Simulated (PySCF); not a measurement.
Stepwise substitution at one centre (Ge H-SiH3). Isolated molecules, 0 K electronic values unless said otherwise. Strings in code marks are SMILES.

The HOMO from two functionals at the same geometries (PBE0-D3(BJ)/def2-SVP), both in PySCF: PBE-D3(BJ)/def2-TZVP and ωB97X-D3(BJ)/def2-TZVP. 

```csv
species,PBE-D3(BJ)/def2-TZVP (eV)
0 of 4 H replaced by SiH3 (`[GeH4]`),-8.34
1 of 4 H replaced by SiH3 (`[SiH3][GeH3]`),-7.19
2 of 4 H replaced by SiH3 (`[SiH3][GeH2][SiH3]`),-6.88
3 of 4 H replaced by SiH3 (`[SiH3][GeH]([SiH3])[SiH3]`),-6.86
```

### Question
What does ωB97X-D3(BJ)/def2-TZVP give for each?

### Answer

- 0 of 4 H replaced by SiH3 (`[GeH4]`): -12.19
- 1 of 4 H replaced by SiH3 (`[SiH3][GeH3]`): -10.61
- 2 of 4 H replaced by SiH3 (`[SiH3][GeH2][SiH3]`): -10.15
- 3 of 4 H replaced by SiH3 (`[SiH3][GeH]([SiH3])[SiH3]`): -10.11
Over these rows, drawn at random from the members with no instability flagged (it was tested for open shells, ions and some series alone), PBE minus ωB97X-D3(BJ): mean +3.45 eV, from +3.25 eV to +3.85 eV.
